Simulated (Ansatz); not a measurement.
Basis-set extrapolation for `OC(F)([SiH3])Cl` (PBE0-D4/def2-TZVP geometry, frozen core, Ansatz 0.2.0). Multiplicity 1, RHF reference.

```csv
,def2-TZVPP,def2-QZVPP
HF,-963.033991,-963.065239
MP2 correlation,-0.968678,-1.053046
CCSD(T) correlation,-1.047836,not run
```

Energies in hartree. Use E(X) = E(∞) + A·exp(−7.88·√X) for Hartree–Fock and E(X) = E(∞) + B·X^(−2.97) for correlation, with X = 3 and 4, and add CCSD(T) minus MP2 of the smaller set to the MP2 limit.

Task: What is the CCSD(T) energy at the basis-set limit?

Result: HF limit: -963.065239 + (-0.031248) × 0.13774 = -963.06954. MP2 limit: -1.053046 + (-0.084368) × 0.74074 = -1.11554. Higher-order term: -1.047836 − (-0.968678) = -0.07916. Total: -964.26424 hartree, 478.9 kJ/mol below CCSD(T)/def2-TZVPP.
